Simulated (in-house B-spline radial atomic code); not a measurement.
RPA and G0W0 for Zn III (Zn2+), [Ar] 3d10, as one setting changes: the radius of a hard wall (bohr). Start: Hartree-Fock. A dash marks a level of low quasi-particle weight. Computed with a B-spline radial code for spherical atoms: all electrons, non-relativistic, point nucleus, each spin shell either full or empty, empty states to l = 9 with an (l + 1/2)⁻⁴ tail; G0W0 by contour deformation at full frequency.

```csv
radius of a hard wall (bohr),mean-field level (eV),G0W0 level (eV),RPA correlation (Eh)
2,-27.554,3d -27.167,-1.8971
2.5,-36.97,3d -36.19,-1.9212
3,?,?,?
3.5,-41.19,3d -39.90,-1.935
4,-41.57,3d -40.16,-1.9362
5,-41.73,3d -40.25,-1.9364
6,?,?,?
8,-41.74,3d -40.25,-1.9358
12,-41.74,3d -40.25,-1.9355
```

**Question.** What belongs in the row for 3?

**Answer.** mean-field level (eV): -40.10; G0W0 level (eV): 3d -39.01; RPA correlation (Eh): -1.9312.

**Question.** What belongs in the row for 6?

**Answer.** mean-field level (eV): -41.74; G0W0 level (eV): 3d -40.25; RPA correlation (Eh): -1.9362.
